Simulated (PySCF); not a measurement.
Computed vibrations of PmH3(H2O)

PmH3(H2O) (singlet in the valence; each metal's 4f electrons, 4 of them, lie in its core potential, out of spins and levels). PySCF 2.14.0, RKS PBE0, Pm lcecp-1-SVP with ECP50, H def2-SVP, O def2-SVP; non-relativistic Hamiltonian with scalar-relativistic core potentials where named; density fitting; no spin-orbit coupling. Central differences of gradients.

```xyz
7

Pm    0.1420   -0.1612    0.1612
H     0.9807    1.5880    0.9486
H    -0.9612   -1.4103    1.4103
H     0.9807   -0.9486   -1.5880
O    -1.2088    1.2947   -1.2947
H    -1.1177    2.2477   -1.1498
H    -1.1177    1.1498   -2.2477
```

Run from Python with OMP_NUM_THREADS=2. Where DIIS fails, smearing, a level shift and second-order steps follow.
It took 45 s on 2 threads of Arm Neoverse V2, with other jobs on the host.

Problem. What are the harmonic wavenumbers and infrared intensities?

Solution. Modes are labelled in Cs; negative numbers are unstable modes, those under 60 cm⁻¹ near the noise; a finer grid moves soft modes by up to 10 cm⁻¹.
| cm⁻¹ | km/mol | symmetry |
| --- | --- | --- |
| -126 | – | a'' |
| 102 | 560.1 | a' |
| 192 | 291.0 | a' |
| 218 | 14.0 | a'' |
| 315 | 211.6 | a' |
| 383 | 85.7 | a' |
| 492 | 55.0 | a'' |
| 565 | 94.1 | a'' |
| 574 | 135.6 | a' |
| 1339 | 1072.2 | a'' |
| 1351 | 1075.8 | a' |
| 1410 | 71.0 | a' |
| 1609 | 95.2 | a' |
| 3812 | 113.2 | a' |
| 3906 | 169.3 | a'' |

Problem. Is this a minimum?

Solution. No: 1 unstable; the lowest moves the atoms so:
```
Pm   0.00  0.00  0.00
H    0.40 -0.32  0.26
H    0.00 -0.08 -0.08
H   -0.40  0.26 -0.32
O    0.00 -0.02 -0.02
H   -0.36  0.04 -0.17
H    0.36 -0.17  0.04
```

An lcecp potential fixes the number of 4f electrons, so in runs with it no electron can move into or out of that shell.
